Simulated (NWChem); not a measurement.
BH2S2F; SMILES FB(S)S

```xyz
6

B      0.0000     0.0000    -0.3631
F      0.0000     0.0000    -1.6903
S      1.6304     0.0000     0.4256
H      1.2045     0.0000     1.7042
S     -1.6304     0.0000     0.4256
H     -1.2045     0.0000     1.7042
```
Atoms are numbered in this order, from 1.

Program: NWChem. Pople sets run with spherical d functions. Structure relaxed at the PBE0/def2-SVP level. Total energies compare along this basis series because the functional is fixed.

```csv
level,basis functions,energy (Ha),highest occupied level (eV),orbital gap (eV),dipole (D)
PBE0/STO-3G,30,-911.4456,-4.10,8.03,1.48
PBE0/3-21G,48,-917.3310,-8.04,7.74,2.51
PBE0/6-31G*,68,-921.9344,-7.76,7.51,2.19
PBE0/6-31+G*,84,-921.9455,-7.86,7.07,2.51
PBE0/6-311G**,100,-922.0332,-7.86,7.29,2.37
PBE0/6-311++G**,118,-922.0399,-7.86,6.95,2.50
```
